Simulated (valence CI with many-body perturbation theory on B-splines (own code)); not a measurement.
# Sr²⁴⁺: key properties

Method: valence CI with perturbative core correlation (CI+MBPT): four valence electrons over a frozen Dirac-Fock core [Ne], radial functions for each j: 9 s, 9 p, 8 d, 6 f, 3 g, 1 h, with the one-electron correlation potential Σ1, the two-electron term Σ2, the three-electron term Σ3, Breit, model QED; selected CI, second order for the rest, scaled by the run's own slope (own B-spline code, finite nucleus).

No measured levels were compared; by estimate levels of excited configurations hold to 0.05 to 0.15 % of their energy, terms of the ground configuration to about 0.5 %.

Names give the largest LS component (configuration and term), which can be under half, so a name can repeat, a term be missing and a line seem to break the LS rules; names also repeat where a configuration has a term twice.

Rates and lifetimes use the calculated energies. Strong lines usually hold to 10 to 20 %, long lifetimes can be off by a factor of two.

Task: What is the ground level?

Result: 3s²3p² ³P_0, composition 82 % 3s²3p² ³P + 16 % 3s²3p² ¹S.

Task: Where does the other parity begin?

Result: At 3s3p³ ⁵S°_2, 537360 cm⁻¹.

Task: How well does LS coupling describe the low levels?

Result: Among the lowest 20 levels the leading LS term, summed over configurations, holds 71 % on average. For single configurations the figures are 65 % in LS and 73 % in jj coupling. Terms mix most in the J = 2 level at 846010 cm⁻¹, where the leading one holds 39 %.

Task: Name the longest-lived excited levels whose lifetime is computed, and their main decay.

Result: 3s²3p² ³P_2 at 122340 cm⁻¹ lives 4.97 ms, mostly by M1 to 3s²3p² ³P_1; 3s²3p² ³P_1 at 93030 cm⁻¹ lives 82.6 μs, mostly by M1 to 3s²3p² ³P_0; 3s²3p² ¹D_2 at 239280 cm⁻¹ lives 28.5 μs, mostly by M1 to 3s²3p² ³P_1. The lifetime of 3s²3p3d ³F°_4 is too uncertain to give, and may be longer.

Task: What are the static dipole polarisabilities of the lowest levels?

Result: 3s²3p² ³P_0 0.0592; 3s²3p² ³P_1 0.0618 (tensor 0.0028); 3s²3p² ³P_2 0.0616 (tensor 0.0020); 3s²3p² ¹D_2 0.0634 (tensor 0.0039) bohr³, of which the core gives 0.000937.

Task: What is the ionisation energy?

Result: 1164 eV; NIST lists 1165 ± 3 eV (semi-empirical).

Task: Among levels below 1379000 cm⁻¹, which E1 lines absorb most strongly from the ground level?

Result: to 3s²3p3d ³D°_1 at 10.29 nm, f = 0.597; to 3s3p³ ³S°_1 at 11.31 nm, f = 0.138; to 3s3p³ ³D°_1 at 15.42 nm, f = 0.108.
